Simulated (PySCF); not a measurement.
HS2, SMILES [S]S, multiplicity 2.

Geometry optimised at r2SCAN-D4/def2-TZVP. The isomer is the one that the SMILES or the coordinates give; other isomers of the formula were not compared.

Two levels are set side by side: PBE/def2-TZVPD (PySCF) and PBE0/def2-TZVPD (PySCF). Same geometry, gas phase. Differences are taken from unrounded values.

```json
[
 {"quantity": "α-spin orbital gap (eV)", "PBE": "4.12"},
 {"quantity": "β-spin orbital gap (eV)", "PBE": "1.29"},
 {"quantity": "dipole moment (D)", "PBE": "1.52"},
 {"quantity": "mean polarisability (bohr³)", "PBE": "44.8"}
]
```

### Question
These are the PBE values. What does PBE0 give? (The exact figures need the calculation; the answer reports its results.)

### Answer

```
quantity                     PBE0  PBE minus PBE0
---------------------------  ----  --------------
α-spin orbital gap (eV)      6.32           -2.20
β-spin orbital gap (eV)      3.47           -2.18
dipole moment (D)            1.50            0.02
mean polarisability (bohr³)  43.7             1.1
```

Rough cost on one machine, each run with all the roots and properties that it gave: PBE0 against PBE within a factor of 2.
